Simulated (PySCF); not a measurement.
I²⁺ (iodine, charge +2) across methods

[Kr] 4d10 5s2 5p3, high-spin 4S determinant. Computed with PySCF 2.14 in aug-cc-pwCVTZ-DK3, with scalar relativity by spin-free X2C-1e.

```
   method  E (hartree)  mean ε 5s α (eV)  mean ε 5s β (eV)  mean ε 5p α (eV)  Σ⟨r²⟩ (bohr²)   ⟨S²⟩
      UHF  -7111.41775           -45.281           -37.261           -30.324          41.96  3.752
      LDA     -7107.74           -37.105           -34.994           -25.562          41.54  3.750
     PBE0     -7113.93           -39.283           -35.524           -26.912          41.57  3.751
   r2SCAN     -7114.28           -37.854           -34.333           -26.001          41.55  3.751
      PBE     -7113.86           -36.943           -34.459           -25.489          41.59  3.751
   M06-2X     -7114.93           -41.613           -35.596           -28.238          41.50  3.754
  wB97M-V     -7113.79           -41.911           -37.905           -29.079          41.72  3.751
CAM-B3LYP     -7114.66           -40.879           -37.315           -28.133          41.66  3.751
```
